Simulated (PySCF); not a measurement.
**Electron correlation in Kr⁺ (krypton, charge +1)**

Starting occupation: [Ar] 3d10 4s1 4p6, 4s1/2 with m_j = +1/2. Calculation: PySCF 2.14, in x2c-TZVPall-2c with one added diffuse shell each of s, p, d type (7s8p5d1f, 63 functions); X2C-1e with screened-nucleus spin-orbit coupling, Gaussian nucleus. Frozen: [Ne]; 25 electrons correlated.

MP2 pair energies summed by pair of shells (mhartree):

```
 pair   energy  share (%)
4p-4p  -203.35       42.4
3d-3d   -84.90       17.7
3d-3p   -65.38       13.6
3d-4p   -33.27        6.9
3p-3p   -21.90        4.6
4p-4s   -21.38        4.5
3d-3s   -19.89        4.1
3p-3s   -10.40        2.2
3p-4p    -8.43        1.8
3d-4s    -5.51        1.1
3s-4p    -2.37        0.5
3p-4s    -1.52        0.3
3s-3s    -1.35        0.3
3s-4s    -0.33        0.1
```

Total MP2 correlation energy: -479.98 mhartree.

The GHF reference relaxed away from the jj start to a determinant that is no pure jj level (⟨S²⟩ = 0.77, ⟨J²⟩ = 0.76); the energies belong to that determinant.

This basis was not built for core-valence correlation, so the inner-shell part is incomplete.
